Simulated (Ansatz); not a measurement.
Consider the formal exchange of groups at a Ge–B bond: `[CH3][GeH2][BH][AlH2]` + `CNNC` → `C[NH][GeH2][CH3]` + `CN[BH][AlH2]`.

Calculated with Ansatz (gas phase, PBE0-D4/def2-TZVP geometries, no zero-point term in ΔE). CBS: MP2 limit from def2 TZ/QZ plus the TZ coupled-cluster correction, frozen cores. Functionals use def2-TZVPP. B3LYP here is the variant with VWN-RPA as its local correlation; programs differ in this. For Ge outer-core shells are correlated without core-valence functions, which leaves a few kJ/mol of doubt a bond. Scalar relativity is left out up to krypton. Each species was taken in one conformer, which may not be the lowest.

Task: Is it downhill or uphill in electronic energy at CCSD(T)/CBS, and by how much? (Estimate.)

Result: Computed: Downhill: ΔE = -71.6 kcal/mol.

Task: What do these levels give: PBE-D4, PBE0-D4, B3LYP, CCSD/def2-TZVPP, CCSD(T)/def2-TZVPP, SCS-MP2/def2-QZVPP? (An estimate is asked.)

Result: Computed: PBE-D4 -68.1, PBE0-D4 -68.9, B3LYP -70.8, CCSD/def2-TZVPP -71.7, CCSD(T)/def2-TZVPP -72.1, SCS-MP2/def2-QZVPP -74.5 kcal/mol.

Largest T1 diagnostic among the species: 0.014.

In def2-TZVPP, CCSD(T) changes the Hartree–Fock value by −1.0 kcal/mol (the triples alone add −0.4 kcal/mol) and MP2 by −4.5 kcal/mol. From PBE to PBE0 (25 % exact exchange), in def2-TZVPP and without D4, ΔE moves by −0.8 kcal/mol.
